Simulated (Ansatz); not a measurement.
Reaction (redistribution): `[SiH3][SiH]1[CH2][AlH]1` + `C[SiH2][Al]1[CH2][SiH2]1` → `C[SiH2][SiH]1[CH2][AlH]1` + `[SiH3][Al]1[CH2][SiH2]1`

Isolated molecules relaxed with PBE0-D4/def2-TZVP in Ansatz; ΔE leaves out vibrations. CCSD(T)/CBS adds triple-zeta CCSD(T) − MP2 to the extrapolated MP2 energy (def2 sets, frozen cores). Functionals use def2-TZVPP. B3LYP here is the variant with VWN-RPA as its local correlation; programs differ in this. One conformer a species, not always the lowest.

```tsv
species	B3LYP-D4 energy (Eh)
`[SiH3][SiH]1[CH2][AlH]1`	-863.79601
`C[SiH2][Al]1[CH2][SiH2]1`	-903.14367
`C[SiH2][SiH]1[CH2][AlH]1`	-903.14424
`[SiH3][Al]1[CH2][SiH2]1`	-863.79628
```

(1) Work out ΔE.

Largest T1 diagnostic among the species: 0.014.

Answers

(1) ΔE = (-903.14424) + (-863.79628) − (-863.79601) − (-903.14367) = -0.00084 Eh = -2.2 kJ/mol. CCSD(T)/CBS gives -2.4 kJ/mol.
